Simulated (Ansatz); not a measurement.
```yaml
crystal:
  periodic: [false, false, false]
  atoms:
    - {symbol: N, position_ang: [0.642103, -1.239952, 0.716962]}
    - {symbol: B, position_ang: [0.467027, 0.087374, 0.297529]}
    - {symbol: O, position_ang: [1.301481, 1.111282, 0.646239]}
    - {symbol: Si, position_ang: [-1.109589, 0.528048, -0.894377]}
    - {symbol: F, position_ang: [-0.628740, 1.149134, -2.283538]}
    - {symbol: F, position_ang: [-2.060801, 1.615621, -0.216838]}
    - {symbol: H, position_ang: [0.014566, -1.977441, 0.448092]}
    - {symbol: H, position_ang: [1.393622, -1.557569, 1.308781]}
    - {symbol: H, position_ang: [2.039139, 0.866641, 1.212289]}
    - {symbol: H, position_ang: [-1.975707, -0.634339, -1.232239]}
basis:
  gaussian: {orbitals: def2-TZVPD}
total_charge: -1
magnetization: {spin_polarized: true, initial_magnetization: 2}
hamiltonian: {xc: {name: B3LYP}, dispersion: d4}
output: {forces: true}
```

```sh
$ ansatz run in.yaml --threads 4 --pin off --events-out ev --progress --plain --max-ram 10444MiB
```

Output, abridged:

```
Error: a molecule whose nuclei and cores have a total charge of 56 cannot have a net charge of -1 together with 2 unpaired electrons
```

Task: Something in this input is off. What?

Result: The number of unpaired electrons doesn't fit the electron count. The input was rejected before any iteration.

B3LYP here is the variant with VWN-RPA as its local correlation; programs differ in this.
